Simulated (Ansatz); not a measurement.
`C=C[SiH](S)Cl` + H₂ → `S[SiH2]Cl` + `C=C` at 298.15 K and 1 bar (hydrogenolysis of the Si–C bond).

Calculated with Ansatz (gas phase, PBE0-D4/def2-TZVP geometries, no zero-point term in ΔE). CBS: MP2 limit from def2 TZ/QZ plus the TZ coupled-cluster correction, frozen cores. This one scheme is used for every species. One conformer a species, not always the lowest.

| species | CCSD(T)/CBS energy (Eh) | H − E (kJ/mol) | S (J/(mol·K)) |
| --- | --- | --- | --- |
| `C=C[SiH](S)Cl` | -1225.81243 | 187.8 | 359.7 |
| H₂ | -1.17544 | 35.1 | 130.4 |
| `S[SiH2]Cl` | -1148.50980 | 90.1 | 304.5 |
| `C=C` | -78.48111 | 144.6 | 218.9 |

H − E and S are ideal-gas, rigid-rotor, harmonic terms from PBE0-D4/def2-TZVP, for one conformer and one mirror image of each species. For small species the MP2-based limit differs from directly extrapolated CCSD(T) by up to some mEh (0.8 for H₂); such offsets cancel only in part. 1 Eh = 2625.50 kJ/mol, R = 8.31446 J/(mol·K).

By hand: ΔE, ΔH, ΔS and ΔG.

ΔE = (-1148.50980) + (-78.48111) − (-1225.81243) − (-1.17544) = -0.00304 Eh = -8.0 kJ/mol. Δ(H − E) = 90.1 + 144.6 − 187.8 − 35.1 = 11.8, so ΔH = 3.8 kJ/mol. ΔS = 304.5 + 218.9 − 359.7 − 130.4 = 33.3 J/(mol·K). ΔG = 3.8 − 298.15 × (33.3)/1000 = -6.1 kJ/mol.

By hand: the equilibrium constant, and the temperature at which ΔG would vanish if ΔH and ΔS stayed fixed.

log₁₀ K = −ΔG/(RT ln 10) = 1.1. ΔG = 0 at ΔH/ΔS = 114 K, though so small a ΔH makes that figure unsure.

TΔS isn't small against ΔH here. A doubt of 5 kJ/mol in ΔE shifts log₁₀ K by 0.9 here. Other conformers and mirror images would add mixing entropy, several J/(mol·K) or more a flexible species. These are equilibria of isolated gas molecules and say nothing of rates. Largest T1 diagnostic: 0.011 (customary marks: 0.02 for closed shells, 0.045 for open ones).
